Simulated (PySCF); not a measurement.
Compound: C5H2Cl2FO2 (doublet state).
Z-matrix (Å and degrees, GFN2-xTB geometry), rows numbered from 1:
```
O 
C   1  1.1871
O   2  1.3490  1  123.83
C   3  1.3894  2  111.18  1   179.70
C   4  1.3714  3  116.95  2  -179.44
Cl  5  1.6874  4  122.86  3  -179.87
C   4  1.3921  3  109.92  2     0.89
Cl  7  1.6882  4  127.39  3   179.69
C   7  1.4921  4  108.99  3    -0.44
F   9  1.3787  2  110.40  1   -59.58
H   5  1.0766  4  120.24  3     0.44
H   9  1.0993  2  111.33  1    57.63
```

The hyperfine couplings belong to this conformer and change with its torsions.

Identity: `O1C(=O)[C@@H](C(=C1[CH]Cl)Cl)F` [radical].

Method used: UKS B3LYP, pcH-1 on C Cl F H O, non-relativistic, mean-field spin-orbit, GIAO (PySCF 2.14.0). Geometry: GFN2-xTB, one conformer, isolated molecule. A GFN2-xTB geometry isn't a minimum of the functional, and hyperfine couplings can be far from their values at a DFT geometry. The SCF solution wasn't tested for stability. ⟨S²⟩ is 0.774 where a pure state has 0.75.

(1) Give the principal g shifts and their parts.

(2) What are the electron Larmor frequencies g μB B/h along the three axes at 1200 mT?

(3) At 94.157 GHz, how far is the centre of the isotropic spectrum from where a free electron (g = 2.002319) resonates?

(4) How much does each term add to the isotropic shift?

(5) In a frozen sample, at which fields do the three g values resonate at 9.5, 34, 94 and 263 GHz (hyperfine left aside), and which band first spreads them over more than twice a line width of 1.0 mT?

## Answers

(1) 
| Δg (ppt) | 1 | 2 | 3 |
| --- | --- | --- | --- |
| relativistic mass correction | -0.19 | -0.19 | -0.19 |
| gauge correction | 0.00 | 0.06 | 0.04 |
| orbital Zeeman/spin–orbit | -0.64 | 6.89 | 8.66 |
| total | -0.83 | 6.76 | 8.52 |

So g = 2.00149, 2.00908, 2.01084 and g_iso = 2.00713; the tensor is rhombic: the two nearest values differ by 19 % of g3 − g1. Axes: g2 points within 4° of the C7–Cl8 bond and g3 points within 13° of the C4–C5 bond.

(2) 33.6159, 33.7434, 33.7730 GHz for g1, g2 and g3, a range of 157.1 MHz.

(3) B = hν/(g μB) with μB/h = 13.99624 MHz/mT gives 3359.76 mT for the free electron and 3351.70 mT at g_iso, 8.06 mT lower.

(4) The orbital-Zeeman/spin–orbit term 4.97, the mass correction -0.19 and the gauge correction 0.03 ppt, for a total of 4.81 ppt. The orbital-Zeeman/spin–orbit term is the largest in size. The mass correction is the same along every axis, so the anisotropy comes from the other two: their spans along these axes are 0.06 (gauge) and 9.30 ppt (orbital Zeeman/spin–orbit).

(5) 
| band | GHz | B(g3) mT | B(g2) mT | B(g1) mT | spread mT |
| --- | --- | --- | --- | --- | --- |
| X | 9.5 | 337.55 | 337.84 | 339.12 | 1.58 |
| Q | 34.0 | 1208.07 | 1209.12 | 1213.71 | 5.64 |
| W | 94.0 | 3339.95 | 3342.87 | 3355.55 | 15.61 |
| J | 263.0 | 9344.74 | 9352.94 | 9388.40 | 43.66 |

The spread grows in proportion to the frequency. Q band is the first where it exceeds 2.0 mT.

The Mulliken spin populations are largest on C7 (+0.54), C5 (+0.53), C4 (-0.20) and Cl8 (+0.08). The angles at C7 add up to 360.0°, so it is planar.

The HOMO–LUMO gaps are 4.88 eV among the α and 3.93 eV among the β orbitals.

On one thread of an Arm Neoverse V2, shared host with 96 logical CPUs at a one-minute load of 42, this took 2.3 min wall (grids of density and orbitals included) and 1.0 GiB of memory at its peak.
